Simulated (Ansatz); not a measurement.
Isolated molecules relaxed with PBE0-D4/def2-TZVP in Ansatz; ΔE leaves out vibrations. CCSD(T)/CBS is the MP2 limit (def2-TZVPP, def2-QZVPP) plus CCSD(T) − MP2 in def2-TZVPP, frozen cores. For Ga outer-core shells are correlated without core-valence functions, which leaves a few kJ/mol of doubt a bond. Scalar relativity is left out up to krypton. Each species was taken in one conformer, which may not be the lowest.

`[OH][Ga]([Cl])[O][SiH3]` + `C#CO[SiH3]` → `C#C[O][Ga]([OH])[Cl]` + disiloxane  (redistribution)

`[OH][Ga]([Cl])[O][SiH3]`:

Cartesian coordinates in Å:
```
O 1.857 2.288 -0.360
Ga 0.824 1.105 0.443
Cl 0.614 1.144 2.546
O -0.028 -0.104 -0.520
Si -1.049 -1.359 -0.252
H 1.875 2.173 -1.314
H -0.378 -2.426 0.540
H -2.260 -0.911 0.487
H -1.453 -1.909 -1.570
```

`C#CO[SiH3]`:

```xyz
8

C     2.134    0.814    0.004
C     0.944    0.796    0.149
O    -0.338    0.798    0.311
Si   -1.284   -0.552   -0.023
H     3.188    0.840   -0.121
H    -2.659   -0.115    0.295
H    -0.849   -1.675    0.838
H    -1.136   -0.906   -1.454
```

`C#C[O][Ga]([OH])[Cl]`:

Cartesian coordinates in Å:
```
C -1.226 0.577 -2.177
C -0.977 0.188 -1.069
O -0.744 -0.240 0.124
Ga 0.873 -0.157 0.928
O 0.925 -0.810 2.559
Cl 2.525 0.670 -0.067
H -1.452 0.919 -3.156
H 0.077 -1.147 2.859
```

`[SiH3]O[SiH3]`:

```xyz
9

Si    0.912   -1.067   -0.702
O    -0.387   -0.194   -0.235
Si   -0.971    1.037    0.666
H     1.904   -0.190   -1.377
H     0.452   -2.115   -1.644
H     1.553   -1.703    0.478
H    -2.436    1.115    0.453
H    -0.339    2.319    0.255
H    -0.688    0.798    2.106
```

```tsv
species	CCSD(T)/def2-TZVPP energy (Eh)
`[OH][Ga]([Cl])[O][SiH3]`	-2825.08175
`C#CO[SiH3]`	-442.59649
`C#C[O][Ga]([OH])[Cl]`	-2610.76430
`[SiH3]O[SiH3]`	-656.91714
```

Task: Work out ΔE.

Result: ΔE = (-2610.76430) + (-656.91714) − (-2825.08175) − (-442.59649) = -0.00320 Eh = -8.4 kJ/mol. CCSD(T)/CBS gives -7.6 kJ/mol.

Largest T1 diagnostic among the species: 0.014.

In def2-TZVPP, CCSD(T) changes the Hartree–Fock value by +4.7 kJ/mol (the triples alone add +0.6 kJ/mol) and MP2 by +5.3 kJ/mol.
